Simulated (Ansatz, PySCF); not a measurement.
Be(Et) (C2H5Be), SMILES [Be+][CH2]C, charge +1. Atoms are numbered in the order given.

```xyz
8

Be    -0.6509    -1.6499     0.0000
C      0.4383    -0.3554     0.0000
C     -0.1812     1.0486     0.0000
H      1.0613    -0.5405    -0.8838
H      1.0613    -0.5405     0.8838
H     -0.7856     1.2351     0.8857
H     -0.7856     1.2351    -0.8857
H      0.6387     1.7720     0.0000
```
Charge +1, spin multiplicity 1.

Geometry optimised at B3LYP-D3(BJ)/def2-TZVP. The multiplicity is an assumed one; other spin states were not compared. The isomer is the one that the SMILES or the coordinates give; other isomers of the formula were not compared.

Two levels are set side by side: PBE-D3(BJ)/def2-TZVP (Ansatz, an electronic-structure program) and B3LYP-D3(BJ)/def2-TZVP (Ansatz). Each level has its own optimised geometry; the coordinates shown are those of the second. Frequencies come from the Hessian of PySCF at each geometry. Differences are taken from unrounded values.

| quantity | B3LYP-D3(BJ) | PBE-D3(BJ) | PBE-D3(BJ) minus B3LYP-D3(BJ) |
|---|---|---|---|
| mean bond length (Å) | 1.242 | 1.249 | 0.007 |
| bond Be1–C2 (Å) | 1.692 | 1.703 | 0.011 |
| bond C2–C3 (Å) | 1.535 | 1.530 | -0.005 |
| bond C2–H4 (Å) | 1.097 | 1.106 | 0.009 |
| bond C2–H5 (Å) | 1.097 | 1.106 | 0.009 |
| bond C3–H6 (Å) | 1.088 | 1.096 | 0.008 |
| bond C3–H7 (Å) | 1.088 | 1.096 | 0.008 |
| bond C3–H8 (Å) | 1.093 | 1.104 | 0.010 |
| highest harmonic wavenumber (cm⁻¹) | 3138 | 3086 | -52 |
| mean harmonic wavenumber (cm⁻¹) | 1569 | 1524 | -45 |
| zero-point energy (kcal/mol) | 40.36 | 39.22 | -1.15 |

Exact exchange shortens and stiffens bonds; PBE has none. Differences between two approximate levels are no errors against the true value.
